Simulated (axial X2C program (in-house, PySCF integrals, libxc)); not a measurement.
BeO⁺: cheaper levels and CCSD(T), 2c

Computed with an axial X2C code built on PySCF integrals. Two-component (2c) means X2C with spin–orbit coupling and atomic mean-field two-electron Coulomb and Gaunt terms. Basis: O dyall-av3z [7s6p3d2f], Be dyall-cv3z [8s8p3d1f] (cores contracted in-house); Gaussian nuclei, density fitting, unrestricted open shells. Masses: O 15.995 u, Be 9.012 u.

State: Ω = 3/2 (⟨Sz⟩ = 0.50, ⟨Lz⟩ = 1.00 at HF); fragments O + Be+.

```
level  Re (Å)  ωe (cm⁻¹)  De (eV)
 PBE0   1.415     1288.9     3.69
   HF   1.401     1355.1     1.94
  MP2   1.427     1268.8     3.80
 CCSD   1.423     1278.0     3.66
 BP86   1.432     1230.0     3.96
```

Correlated methods: 7 electrons correlated (number of frozen shells: O 1 s; Be 1 s), 177 virtual spin orbitals or spinors in MP2, 78 natural virtuals in coupled cluster.

CCSD(T), same Hamiltonian and basis:

Re = 1.428 Å, ωe = 1258.1 cm⁻¹, De = 3.77 eV; T1 = 0.015 (Lee–Taylor normalisation).

(1) Give the differences from CCSD(T) in the columns below.

Occupations by symmetry block were frozen at the best pattern of an incomplete PBE0 search. De is counted from the lowest determinant-based energies of the atoms at the same level, without counterpoise correction. Density functionals use the spin component along the axis (collinear). CCSD and (T) use frozen natural virtuals with an MP2 correction for the truncation; (T) itself is uncorrected, so its De runs slightly low. The 2c atoms are single determinants rather than J levels; their spin–orbit lowering is only partly caught, and De is too large by that part. This holds for PBE0, BP86. Without a current term, density functionals place determinants with orbital angular momentum somewhat too high.

Results:

(1) 

| level | ΔRe (Å) | Δωe (cm⁻¹) | ΔDe (eV) |
| --- | --- | --- | --- |
| PBE0 | -0.013 | 31 | -0.08 |
| HF | -0.027 | 97 | -1.83 |
| MP2 | -0.001 | 11 | 0.03 |
| CCSD | -0.005 | 20 | -0.11 |
| BP86 | 0.004 | -28 | 0.19 |
